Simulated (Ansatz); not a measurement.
One change: `C[N](C)[InH][Br]` becomes `CN(C)BN`.

Ansatz, PBE0-D4/def2-TZVP geometries, multiplicity 1. Each molecule was computed in one conformer, which needn't be the lowest.

Elements past krypton have def2 core potentials. Scalar relativity is left out up to krypton. Spin–orbit coupling is left out; it splits and shifts lone-pair levels of the heavy atoms by tenths of an eV.

```csv
property,`C[N](C)[InH][Br]`
LUMO energy (PBE/def2-TZVPP) / eV,-1.91
size of the dipole moment (PBE/def2-TZVPP) / D,2.77
zero-point energy (PBE0-D4/def2-TZVP) / kJ/mol,231.8
LUMO energy (ωB97M-V/def2-TZVPP) / eV,0.15
HOMO energy (PBE0/def2-TZVPP) / eV,-6.33
size of the dipole moment (B3LYP/def2-TZVPP) / D,2.78
```

(1) Give the same properties after the change, and the shifts. (Estimate.)

Answers

(1) The calculation gave: 
```
                                        property  `CN(C)BN`  shift
               LUMO energy (PBE/def2-TZVPP) / eV       0.25   2.16
  size of the dipole moment (PBE/def2-TZVPP) / D       1.26  -1.51
  zero-point energy (PBE0-D4/def2-TZVP) / kJ/mol      322.9   91.1
           LUMO energy (ωB97M-V/def2-TZVPP) / eV       2.39   2.24
              HOMO energy (PBE0/def2-TZVPP) / eV      -6.22   0.11
size of the dipole moment (B3LYP/def2-TZVPP) / D       1.20  -1.58
```

With PBE0 the HOMO rises by 0.11 eV and the LUMO rises by 2.30 eV, so the gap widens by about 2.19 eV. PBE moves the HOMO by 0.21 eV and ωB97M-V by 0.08 eV. The zero-point energy changes by 91.1 kJ/mol with +6 modes. Dipoles are sizes alone; their direction can turn.

B3LYP here is the variant with VWN-RPA as its local correlation; programs differ in this.
